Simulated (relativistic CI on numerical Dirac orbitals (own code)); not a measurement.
**Kr⁵⁺: calculation against measurement**

Method of calculation: Dirac-Coulomb-Breit CI, separate exchange-only KLI orbitals for each configuration, model QED (radiative potential, 1s self-energy scaled to tabulated hydrogen-like ionisation energies), valence Slater integrals scaled by 0.85, P86 correlation estimate, and configurations built on the next ion tied to the tabulated ionisation energy (semi-empirical) (own radial code, finite nucleus).

Configuration list (outside the closed core [Ar] 3d10): 4s²4p, 4s²4d, 4s²5s, 4s²5p, 4s²5d, 4s²6s, 4s²4f, 4s²5f, 4s4p², 4p³, 4s4p4d, 4s4p4f, 4p4d², 4p²4d, 4s4p5s, 4s4d², 4s²6p, 4s4p5p, 4s²5g, 4p4f², 4s²6d, 4p²4f, 4s²6f, 4s4p5d. Levels of other configurations are missing.

```csv
Configuration,Term (tabulated),J,Measured (cm⁻¹),Computed,Error,Purity (%)
4s²4p,2P°,1/2,0.0,0,0,98
4s²4p,2P°,3/2,8110.0,7910,-200,98
4s4p²,4P,1/2,107836.0,106653,-1183,99
4s4p²,4P,3/2,111193.0,109903,-1290,99
4s4p²,4P,5/2,115479.0,114070,-1409,98
4s4p²,2D,3/2,141672.0,140058,-1614,89
4s4p²,2D,5/2,142727.0,141087,-1640,88
4s4p²,2S,1/2,170084.0,167686,-2398,82
4s4p²,2P,1/2,180339.0,178979,-1360,82
4s4p²,2P,3/2,183817.0,182719,-1098,96
4s²4d,2D,3/2,222122.0,218184,-3938,89
4s²4d,2D,5/2,223040.0,219035,-4005,89
4s²5s,2S,1/2,275380.0,276699,1319,99
4p³,2D°,3/2,276011.0,276715,704,63
4p³,2D°,5/2,278062.0,278602,540,75
4p³,4S°,3/2,278787.0,279946,1159,86
4p³,2P°,1/2,303697.0,303626,-71,83
4p³,2P°,3/2,305385.0,305277,-108,75
4s²5p,2P°,1/2,324120.0,325570,1450,98
4s²5p,2P°,3/2,326657.0,328013,1356,98
4s4p4d,4P°,5/2,331956.0,330881,-1075,72
4s4p4d,4D°,1/2,333936.0,333275,-661,78
4s4p4d,4P°,1/2,338032.0,336750,-1282,79
4s4p4d,4D°,7/2,338119.0,337447,-672,98
4s4p4d,4D°,5/2,338447.0,337608,-839,76
4s4p4d,2D°,3/2,343190.0,342399,-791,80
4s4p4d,2D°,5/2,343505.0,342695,-810,74
4s4p4d,2F°,5/2,352547.0,351163,-1384,91
4s4p4d,2F°,7/2,359035.0,358047,-988,89
4s4p4d,2P°,3/2,374279.0,373611,-668,80
4s4p4d,2P°,1/2,377255.0,376770,-485,86
4s4p4d,2D°,3/2,390595.0,392624,2029,80
4s4p4d,2D°,5/2,391878.0,393827,1949,86
4s4p4d,2P°,3/2,393018.0,395170,2152,62
4s4p5s,4P°,3/2,394817.0,394709,-108,67
4s4p4d,2F°,7/2,398678.0,397781,-897,62
4s4p4d,2F°,5/2,399599.0,398737,-862,62
4s4p5s,4P°,5/2,399630.0,400270,640,100
4s4p5s,2P°,1/2,403436.0,405097,1661,96
4s4p5s,2P°,3/2,408520.0,410903,2383,95
```

Measured levels from Saloman, J. Phys. Chem. Ref. Data 36, 215 (2007); pairs were made by configuration, J and term (by order where the table uses no LS term), so strongly mixed levels may be paired wrongly.

Mean error by configuration (cm⁻¹): 4s²4p -200; 4s4p² -1499; 4s²4d -3972; 4s²5s 1319; 4p³ 445; 4s²5p 1403; 4s4p4d -330; 4s4p5s 1144. Over the excited levels the mean absolute error is 1261 cm⁻¹ (39 of the 43 excited levels that our extract of the source holds in range could be paired, and the others can miss by more), and the median relative error of those above 1,000 cm⁻¹ is 0.41 %.
